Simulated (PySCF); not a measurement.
NICS in isomers of C6H7ClO2S2.

NICS is the negative of the GIAO shielding at a point without a nucleus: at the ring centre (0) and 1 Å above and below it (1); zz is the component along the ring normal. Level: GIAO PBE0/pcSseg-1 (PySCF, non-relativistic, gas phase) on the GFN2-xTB geometries, one conformer each. Atom numbers follow the mapped SMILES.

Question: Order these rings by mean NICS(1)zz, lowest (most negative) first (ppm).
A. ring C2–C3–S4–C5–C10 in `[CH3:1][c:2]1[cH:3][s:4][c:5]([S:6](=[O:7])(=[O:8])[Cl:9])[c:10]1[CH3:11]`
B. ring C2–C3–C4–S9–C10 in `[CH3:1][c:2]1[cH:3][c:4]([S:5](=[O:6])(=[O:7])[Cl:8])[s:9][c:10]1[CH3:11]`
C. ring C2–C3–C4–C6–S11 in `[CH3:1][c:2]1[cH:3][c:4]([CH3:5])[c:6]([S:7](=[O:8])(=[O:9])[Cl:10])[s:11]1`

Answer: A (-23.4), B (-22.4), C (-20.8).

```csv
SMILES,ring,NICS(0),NICS(1),NICS(1)zz,HOMA,rms pucker (Å),ring atoms with four or more neighbours
Cc1csc(S(=O)(=O)Cl)c1C,5-membered ring with S; formal bonds all aromatic,-12.8,-11.2,-23.4,0.81,0.00,0
Cc1cc(S(=O)(=O)Cl)sc1C,5-membered ring with S; formal bonds all aromatic,-12.1,-10.8,-22.4,0.84,0.00,0
Cc1cc(C)c(S(=O)(=O)Cl)s1,5-membered ring with S; formal bonds all aromatic,-11.6,-10.2,-20.8,0.80,0.01,0
```

NICS(0) gives the same order. The isotropic NICS(1) gives the same order. HOMA uses Krygowski's 1993 parameters. NICS(1) and NICS(1)zz are means over the two faces.
